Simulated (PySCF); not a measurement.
# A search over the determinants of SeCl

Unrestricted PBE0; Se def2-TZVPP, Cl def2-TZVPP; no relativity (PySCF 2.14). Outer shells of the fragments: Se 3d10 4s2 4p4; Cl 3s2 3p5.

Followed along the bond (rough minima from three points):

| 2Ms+1 | unpaired | ⟨S²⟩ at the start | R at minimum (Å) | Te (eV) |
| --- | --- | --- | --- | --- |
| 2 | π ↑ | 0.75 | 2.13 | 0.00 |
| 4 | σ ↑, π ↑↑ | 3.75 | none in the scan | ≤ 1.76 |

Solutions found at the starting distance of 2.085 Å, counted from the lowest of them; the search is not exhaustive and high or unbound solutions are not listed, so other states can lie among these:

```csv
2Ms+1,unpaired,term,E (eV),⟨S²⟩,⟨Lz²⟩,μ (D)
2,π ↑,²Π,0.00,0.75,1.01,-0.49
4,"σ ↑, π ↑↑",⁴Σ⁻,2.41,3.75,0.00,-0.92
2,"σ ↓, π ↑↑",mixed,2.96,1.76,0.00,-0.78
2,"σ ↑, π ↑↓",mixed,2.97,1.76,2.02,-0.72
2,σ ↑,mixed,3.93,0.76,2.01,-0.37
4,"σ ↑, π ↑↑",mixed,6.10,3.76,2.02,2.45
4,"σ ↑↑, π ↑",⁴Π,6.68,3.76,1.01,0.67
2,π ↑,²Π,7.53,0.78,1.01,-0.37
```

A term symbol is given only where ⟨S²⟩ and ⟨Lz²⟩ are close to those of a pure state; real π, δ and φ orbitals otherwise mix terms. A positive dipole means Se(−)Cl(+).

Spin–orbit coupling is left out. Counting both spins, an empty level lies below a filled one in some of these solutions, because spin and occupation are held.
